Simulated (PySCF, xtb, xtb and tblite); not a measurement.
Torsional profile of SMILES c1csc(-c2cccs2)c1 (C8H6S2), singlet. Scanned: dihedral S3–C4–C5–S9; all other coordinates were relaxed at GFN2-xTB. Points at φ and −φ are mirror images. Heavy atoms are numbered in the order of the SMILES c1csc(-c2cccs2)c1, hydrogens after them in the order of the atoms that carry them; the mirror image has the same energies with the sign of each dihedral reversed.

- RKS-BP86/6-31G* = restricted BP86/6-31G*, spherical d, density fitting // GFN2-xTB (PySCF 2.14.0)
- GFN2-xTB (xtb and tblite)
- GFN1-xTB // GFN2-xTB (xtb)

Energies in eV, each method relative to its own lowest point.

```tsv
φ / °	RKS-BP86/6-31G*	GFN2-xTB	GFN1-xTB
-160	0.000	0.020	0.019
-140	0.016	0.077	0.073
-120	0.062	0.155	0.148
-100	0.117	0.218	0.207
-80	0.119	0.224	0.206
-60	0.068	0.172	0.146
-40	0.030	0.111	0.075
-20	0.029	0.074	0.026
0	0.037	0.063	0.010
20	0.029	0.074	0.026
40	0.030	0.111	0.075
60	0.068	0.172	0.146
80	0.119	0.224	0.206
100	0.117	0.218	0.207
120	0.062	0.155	0.148
140	0.016	0.077	0.073
160	0.000	0.020	0.019
180	0.000	0.000	0.000
```
